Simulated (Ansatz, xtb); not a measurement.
**FHNSi2: which of two structures lies lower**

We compare a, a doublet given by its coordinates, with b, `F[SiH]N=[Si]`, a doublet. Both are isolated molecules in the gas phase, relaxed with PBE0-D3(BJ)/def2-SVP; the shapes shown needn't be the lowest conformers.

a (Å):

```yaml
atoms:
  - { symbol: F, position_ang: [-1.1727, -3.6497, -1.9854] }
  - { symbol: N, position_ang: [-0.8077, -1.0641, -1.3902] }
  - { symbol: Si, position_ang: [-1.6997, -2.5417, -0.8856] }
  - { symbol: Si, position_ang: [-2.2599, -0.2409, -1.7737] }
  - { symbol: H, position_ang: [0.1668, -0.8473, -1.6008] }
```

Close contacts (Å): F1–Si3 1.65, N2–Si3 1.80, N2–Si4 1.71, Si3–Si4 2.53, N2–H5 1.02.

b (Å):

```yaml
atoms:
  - { symbol: F, position_ang: [-0.4197, 2.5602, 1.5791] }
  - { symbol: N, position_ang: [-2.4597, 1.6969, 3.1923] }
  - { symbol: Si, position_ang: [-1.4658, 1.3412, 1.8590] }
  - { symbol: Si, position_ang: [-3.5095, 2.0603, 4.3199] }
  - { symbol: H, position_ang: [-0.6482, 0.1089, 2.0992] }
```

Task: Estimate E(b) − E(a) at the level CCSD(T)/def2-SVP.

Result: Calculated at CCSD(T)/def2-SVP: E(b) − E(a) = −43.6 kJ/mol, so structure b lies lower.

Level by level:

| level | geometry | E(b) − E(a) (kJ/mol) | departure from the last row (kJ/mol) | job, with rough time for the two |
| --- | --- | --- | --- | --- |
| GFN2-xTB | GFN2-xTB | −69.0 | −25.4 | optimisation, 0.59 s |
| HF/STO-3G | GFN2-xTB | −19.5 | +24.0 | single point, 2.7 s |
| r2SCAN-D4/def2-SVP | GFN2-xTB | −33.0 | +10.6 | single point, 16 s |
| PBE0-D3(BJ)/def2-SVP | PBE0-D3(BJ)/def2-SVP | −17.9 | +25.6 | optimisation, 2.5 min |
| HF/def2-SVP | PBE0-D3(BJ)/def2-SVP | −60.0 | −16.4 | part of the CCSD(T) run |
| MP2/def2-SVP | PBE0-D3(BJ)/def2-SVP | −67.1 | −23.6 | part of the CCSD(T) run |
| CCSD(T)/def2-SVP | PBE0-D3(BJ)/def2-SVP | −43.6 |  | single point, 38 s |

The levels shown agree on the order. The largest departure from CCSD(T)/def2-SVP is that of PBE0-D3(BJ)/def2-SVP, 25.6 kJ/mol.

With harmonic frequencies from PBE0-D3(BJ)/def2-SVP (ideal gas, rigid rotor, one conformer each, 298.15 K, 1 atm): the zero-point term adds −5.3 kJ/mol; ΔH is −49.2 and ΔG −49.0 kJ/mol.

Open shells are spin-unrestricted, with notable spin contamination under HF/STO-3G, HF/def2-SVP, MP2/def2-SVP, CCSD(T)/def2-SVP. The correlated steps freeze 12 core orbitals. Programs: Ansatz 0.2.0, xtb 6.7.1; the last row on 1 thread of AMD EPYC (Zen 3) on a shared host.
